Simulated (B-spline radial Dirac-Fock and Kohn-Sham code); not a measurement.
# In 3d5/2: cross section and angular parameters

System: neutral indium in the configuration 1s2 2s2 2p6 3s2 3p6 3d10 4s2 4p6 4d10 5s2 5p1; threshold 443.9 eV (tabulated edge). Method: Dirac-Hartree-Slater photoionisation with a Latter tail; cross sections with all multipoles, angular parameters from the dipole term and its interference with E2. Computed with a radial B-spline solver.

Input file task.json (cfg lists n, l and occupation; rrms is the nuclear radius in fm):

```json
{"items": [{
  "Z": 49,
  "q": 0,
  "cfg": [[1, 0, 2], [2, 0, 2], [2, 1, 6], [3, 0, 2], [3, 1, 6], [3, 2, 10], [4, 0, 2], [4, 1, 6], [4, 2, 10], [5, 0, 2], [5, 1, 1]],
  "A": 115,
  "rrms": 4.6156,
  "do": "xps",
  "hv": [60, 80.7, 86.6, 92.1, 99.7, 100, 169.0, 179.0, 187.0, 255.0, 300, 371.0, 423.0, 474.0, 600, 893.0, 968.0, 1030.0, 1100.0, 1330.0, 1880.0, 2700.0, 4000, 4030.0, 4310.0, 5060.0, 8047.8, 10400.0, 12000, 15000],
  "edges": {"K": 27940.0, "L1": 4238.0, "L2": 3938.0, "L3": 3730.0, "M1": 827.2, "M2": 703.2, "M3": 665.3, "M4": 451.4, "M5": 443.9, "N1": 122.9, "N2": 73.5, "N3": 73.5}
}]}
```

Command: `python xray2_run.py task.json out`

For linearly polarised light dσ/dΩ = σ/(4π) [1 + β P₂(cos θ) + (δ + γ cos²θ) sin θ cos φ], with θ from the polarisation vector and φ the angle between the beam and the projection of the electron momentum on the plane normal to the polarisation.

| hν (eV) | σ (kb) | β | γ | δ |
| --- | --- | --- | --- | --- |
| 474 | 1550 | 1.009 | 0.030 | -0.003 |
| 600 | 1640 | 0.554 | -0.059 | 0.005 |
| 893 | 695 | 1.038 | -0.021 | 0.027 |
| 968 | 568 | 1.090 | 0.006 | 0.031 |
| 1030 | 485 | 1.123 | 0.030 | 0.034 |
| 1100 | 408 | 1.151 | 0.058 | 0.038 |
| 1330 | 244 | 1.204 | 0.153 | 0.047 |
| 1880 | ? | ? | ? | ? |
| 2700 | 28.9 | 1.153 | 0.622 | 0.095 |
| 4000 | 7.79 | 1.032 | 0.906 | 0.140 |
| 4030 | 7.59 | 1.029 | 0.911 | 0.141 |
| 4310 | 6.02 | 1.005 | 0.959 | 0.151 |
| 5060 | 3.43 | 0.946 | 1.073 | 0.177 |
| 8047.8 | 0.624 | 0.767 | 1.377 | 0.279 |
| 10400 | 0.233 | 0.670 | 1.524 | 0.355 |
| 12000 | 0.133 | 0.617 | 1.598 | 0.404 |
| 15000 | 0.0547 | 0.538 | 1.698 | 0.491 |

Question: Give the values at 1880 eV.

Answer: σ = 89.2 kb, β = 1.218, γ = 0.368, δ = 0.067.
